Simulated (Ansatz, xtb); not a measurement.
C2H2NSi+: which of two isomers lies lower

We compare I, `[NH+]#CC=[Si]`, a singlet, with II, `[NH2+]=C=C=[Si]`, a singlet. Both are isolated ions in the gas phase, relaxed with PBE0-D3(BJ)/pcseg-1.

I (Å):

```xyz
6

C    -2.7868    2.3297   -0.1563
C    -2.5489    1.0346    0.1912
N    -2.9627    3.4288   -0.4744
Si   -1.4063   -0.1452   -0.4494
H    -3.1478    4.3843   -0.7343
H    -3.1763    0.6556    1.0136
```

II (Å):

```yaml
atoms:
  - { symbol: C, position_ang: [-2.5858, 2.0297, -0.0457] }
  - { symbol: C, position_ang: [-1.6978, 2.8312, 0.3030] }
  - { symbol: N, position_ang: [-3.5008, 1.2039, -0.4050] }
  - { symbol: Si, position_ang: [-0.4590, 3.9488, 0.7888] }
  - { symbol: H, position_ang: [-4.2324, 1.4806, -1.0586] }
  - { symbol: H, position_ang: [-3.5193, 0.2500, -0.0461] }
```

Problem. Which of the two would you expect CCSD(T)/def2-TZVPP electronic energies to favour?

Solution. Structure I; the calculation gives E(II) − E(I) = +9.6 kJ/mol.

The same difference at several levels:

```json
{"level": "GFN2-xTB", "geometry": "GFN2-xTB", "E(II) − E(I) (kJ/mol)": "+3.6", "departure from the last row (kJ/mol)": "−6.1", "job, with rough time for the two": "optimisation, 1.3 s"}
{"level": "HF/STO-3G", "geometry": "GFN2-xTB", "E(II) − E(I) (kJ/mol)": "−24.7", "departure from the last row (kJ/mol)": "−34.3", "job, with rough time for the two": "single point, 1.2 s"}
{"level": "r2SCAN-D4/def2-SVP", "geometry": "GFN2-xTB", "E(II) − E(I) (kJ/mol)": "+2.0", "departure from the last row (kJ/mol)": "−7.7", "job, with rough time for the two": "single point, 5.1 s"}
{"level": "PBE0-D3(BJ)/pcseg-1", "geometry": "PBE0-D3(BJ)/pcseg-1", "E(II) − E(I) (kJ/mol)": "+7.4", "departure from the last row (kJ/mol)": "−2.2", "job, with rough time for the two": "optimisation, 2.6 min"}
{"level": "HF/def2-TZVPP", "geometry": "PBE0-D3(BJ)/pcseg-1", "E(II) − E(I) (kJ/mol)": "+12.3", "departure from the last row (kJ/mol)": "+2.7", "job, with rough time for the two": "part of the CCSD(T) run"}
{"level": "MP2/def2-TZVPP", "geometry": "PBE0-D3(BJ)/pcseg-1", "E(II) − E(I) (kJ/mol)": "+9.9", "departure from the last row (kJ/mol)": "+0.3", "job, with rough time for the two": "part of the CCSD(T) run"}
{"level": "CCSD(T)/def2-TZVPP", "geometry": "PBE0-D3(BJ)/pcseg-1", "E(II) − E(I) (kJ/mol)": "+9.6", "departure from the last row (kJ/mol)": "", "job, with rough time for the two": "single point, 2.2 min"}
```

As drawn, II has 1 C=N, 1 C=C, 1 N–H in place of 1 C≡N, 1 C–C, 1 C–H.

HF/STO-3G puts the two in the other order. r2SCAN-D4/def2-SVP finds them nearly level. The largest departure from CCSD(T)/def2-TZVPP is that of HF/STO-3G, 34.3 kJ/mol.

With harmonic frequencies from PBE0-D3(BJ)/pcseg-1 (ideal gas, rigid rotor, one conformer each, 298.15 K, 1 atm): on the last row, ΔE + ΔZPE = +16.6, ΔH = +16.0, ΔG = +21.6 kJ/mol.

The correlated steps freeze 8 core orbitals. Run with Ansatz 0.2.0, xtb 6.7.1; the last row on 2 threads of AMD EPYC (Zen 3) on a shared host.
